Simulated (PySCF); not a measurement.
## Radial density of Pd⁺ (palladium, charge +1)

LC-wPBE, [Kr] 4d8 5s1, high-spin 4F determinant (an excited configuration). All numbers are calculated (PySCF 2.14, a scalar-relativistic core potential, in def2-QZVPPD with the def2 core potential (28 electrons)). This is the valence pseudo-density: the core potential removes the inner electrons and smooths the orbitals near the nucleus.

```
r (bohr)  4πr²ρ (e/bohr)  4πr²(ρα − ρβ)
  0.0501       3.660e-05         0.0000
  0.0843       0.0002242         0.0000
   0.142        0.002372         0.0003
   0.239         0.03763         0.0056
   0.401          0.9357         0.0993
   0.675           11.05         0.9266
    1.14           14.25         1.6268
    1.91           3.544         1.0286
    3.21          0.5399         0.3622
    5.40         0.02472         0.0225
    9.09       7.434e-05         0.0001
```

Energies and moments cover only the electrons outside the core potential.
